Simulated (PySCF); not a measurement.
PySCF input file for SbF5, SMILES [F][Sb]([F])([F])([F])[F], B3LYP-D3(BJ)/def2-SVP. Coordinates come from a B3LYP-D3(BJ)/def2-SVP optimisation. The isomer is the one that the SMILES or the coordinates give; other isomers of the formula were not compared. The def2 effective core potentials stand for the cores of Sb; spin–orbit coupling is left out.

```python
import numpy as np
from pyscf import gto, scf, dft, df
from pyscf.hessian import thermo

mol = gto.M(
    atom='''
    Sb   -0.00000000   -0.00000000   -0.00000000
    F     0.00000001   -0.00000000   -1.90430901
    F    -0.00000001    0.00000000    1.90430901
    F     1.89443469    0.00000000    0.00000001
    F    -0.94721735   -1.64062857    0.00000000
    F    -0.94721734    1.64062857   -0.00000001
    ''',
    basis='def2-SVP',
    ecp={'Sb': 'def2-svp'},
    charge=0,
    spin=0,
    max_memory=1600,
    verbose=3,
)
mf = dft.RKS(mol, xc='b3lyp').density_fit(auxbasis='def2-universal-jkfit')
mf.disp = 'd3bj'
mf.grids.level = 3
mf.conv_tol = 1e-11
mf.max_cycle = 100
mf.kernel()

# [left out here: the lines that compute and print the analytic Hessian (its translational invariance restored by hand, since the grid's response is missing), thermochemistry and intensities]
```

Program output:

```
converged SCF energy = -739.175538404955

WARN: DFTD3 does not support analytical Hessian, using finite difference


WARN: Mole.unit (angstrom) is changed to Bohr

Mode                                 0                   1                   2
Irrep
Freq [cm^-1]                       78.8310             79.0187            241.5018
Reduced mass [au]                  19.1484             19.1494             23.6862
Force const [Dyne/A]                0.0701              0.0704              0.8139
Char temp [K]                     113.4203            113.6903            347.4674
Normal mode                   x     y     z       x     y     z       x     y     z
       0  Sb                 0.00 -0.01 -0.00   -0.01 -0.00  0.00    0.00 -0.04 -0.00
       1   F                 0.00 -0.08 -0.00   -0.08 -0.00  0.00   -0.00  0.12  0.00
       2   F                 0.00 -0.08  0.00   -0.08 -0.00 -0.00   -0.00  0.12 -0.00
       3   F                 0.00  0.16  0.00   -0.01  0.00 -0.00    0.00  0.07 -0.00
       4   F                -0.07  0.03  0.00    0.12 -0.07 -0.00   -0.05 -0.02  0.00
       5   F                 0.07  0.03  0.00    0.12  0.07 -0.00    0.05 -0.02  0.00
Mode                                 3                   4                   5
Irrep
Freq [cm^-1]                      241.6133            258.3094            258.6973
Reduced mass [au]                  23.6854             18.9984             19.0015
Force const [Dyne/A]                0.8147              0.7469              0.7492
Char temp [K]                     347.6277            371.6497            372.2078
Normal mode                   x     y     z       x     y     z       x     y     z
       0  Sb                 0.04  0.00 -0.00   -0.00 -0.00 -0.00   -0.00  0.00 -0.00
       1   F                -0.12 -0.00  0.00    0.00  0.11 -0.00    0.11 -0.00 -0.00
       2   F                -0.12 -0.00 -0.00    0.00 -0.11 -0.00   -0.11  0.00 -0.00
       3   F                 0.05 -0.00 -0.00   -0.00  0.00 -0.00   -0.00 -0.00 -0.14
       4   F                -0.04  0.05  0.00    0.00 -0.00  0.12    0.00 -0.00  0.07
       5   F                -0.04 -0.05  0.00    0.00  0.00 -0.12    0.00  0.00  0.07
Mode                                 6                   7                   8
Irrep
Freq [cm^-1]                      265.9345            625.5545            643.2362
Reduced mass [au]                  22.9355             18.9984             18.9984
Force const [Dyne/A]                0.9557              4.3802              4.6314
Char temp [K]                     382.6206            900.0336            925.4736
Normal mode                   x     y     z       x     y     z       x     y     z
       0  Sb                -0.00  0.00 -0.04    0.00  0.00 -0.00    0.00 -0.00 -0.00
       1   F                -0.00 -0.00 -0.04   -0.00 -0.00 -0.15   -0.00  0.00 -0.07
       2   F                 0.00 -0.00 -0.04   -0.00  0.00  0.15   -0.00 -0.00  0.07
       3   F                -0.00 -0.00  0.12   -0.06 -0.00  0.00    0.12  0.00  0.00
       4   F                 0.00 -0.00  0.11    0.03  0.05 -0.00   -0.06 -0.10  0.00
       5   F                 0.00  0.00  0.11    0.03 -0.05 -0.00   -0.06  0.10 -0.00
Mode                                 9                  10                  11
Irrep
Freq [cm^-1]                      706.5689            706.5941            706.7079
Reduced mass [au]                  22.7288             22.7280             23.6902
Force const [Dyne/A]                6.6855              6.6858              6.9711
Char temp [K]                    1016.5954           1016.6316           1016.7953
Normal mode                   x     y     z       x     y     z       x     y     z
       0  Sb                 0.00 -0.04 -0.00    0.04  0.00 -0.00    0.00 -0.00  0.04
       1   F                 0.00 -0.00  0.00    0.00  0.00  0.00   -0.00 -0.00 -0.14
       2   F                 0.00 -0.00  0.00    0.00  0.00 -0.00    0.00 -0.00 -0.14
       3   F                -0.00  0.00 -0.00   -0.17 -0.00 -0.00   -0.00  0.00  0.00
       4   F                 0.07  0.13 -0.00   -0.04 -0.07 -0.00   -0.00 -0.00  0.00
       5   F                -0.07  0.13 -0.00   -0.04  0.07 -0.00   -0.00  0.00  0.00
temperature 298.1500 [K]
pressure 101325.00 [Pa]
Rotational constants [GHz] 2.47070 2.10517 2.10517
Symmetry number 6
Zero-point energy (ZPE) 0.01096 [Eh]   28785.547 [J/mol]
                           tot       elec      trans        rot        vib
Entropy [J/mol/K]       352.738      0.000    175.828    101.315     75.595
Cv [J/mol/K]             96.414      0.000     12.472     12.472     71.471
Cp [J/mol/K]            104.729      0.000     20.786     12.472     71.471
Internal energy [J/mol]                      3718.434   3718.434  40800.842
Internal energy [Eh]   -739.15717  -739.17554
Enthalpy [J/mol]                             6197.391   3718.434  40800.842
Enthalpy [Eh]          -739.15622
Gibbs free energy [J/mol]                  -46225.719 -26488.695  18262.327
Gibbs free energy [Eh] -739.19628
mode   freq/cm-1   IR/(km/mol)
   1       78.83         1.598
   2       79.02         1.610
   3      241.50        48.414
   4      241.61        48.414
   5      258.31         0.000
   6      258.70         0.046
   7      265.93        49.035
   8      625.55         0.000
   9      643.24         0.000
  10      706.57        71.800
  11      706.59        71.788
  12      706.71        85.809
max |gradient| / (hartree/bohr): 0.00031447327844119665
APT charges: [ 2.6039 -0.5107 -0.5107 -0.5276 -0.5275 -0.5275]
```

The run converged.

Cost: roughly 80 core-seconds.
